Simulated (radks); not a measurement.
The nuclear charge of neutral fluorine is varied continuously with 9 electrons held in [He] 2s2 2p5. Method: scalar-relativistic Kohn-Sham, r2SCAN, spin-polarised, spherical densities, finite nucleus; open shells are filled with parallel spins first; meta-GGA in the generalised Kohn-Sham scheme; Fermi nuclear charge, rms radius 2.8976 fm; computed with a radial shooting solver on a logarithmic mesh with Libxc functionals. By the Hellmann-Feynman theorem dE/dZ = E(electron-nucleus)/Z, the electronic potential at the nucleus (averaged over a nucleus of fixed radius). The scalar-relativistic energy here is not variational (the density holds large components alone), so the two differ by a part that grows with Z.

| Z | E (hartree) | E(electron-nucleus)/Z (hartree) | HOMO | e(HOMO) (eV) | <r> HOMO (bohr) |
|---|---|---|---|---|---|
| 8.75 | -93.27690 | -25.6035 | 2p | -6.265 | 1.213 |
| 9 | -99.79737 | -26.5566 | 2p | -10.357 | 1.126 |
| 9.25 | -106.55590 | -27.5077 | 2p | -14.944 | 1.054 |
| 9.5 | -113.55208 | -28.4575 | 2p | -20.007 | 0.9931 |
| 9.75 | -120.78562 | -29.4062 | 2p | -25.536 | 0.9399 |
| 10 | -128.25633 | -30.3544 | 2p | -31.523 | 0.8929 |

The central difference of E at Z = 9 is -26.558 hartree, to compare with the third column; the second derivative is -3.81 hartree.
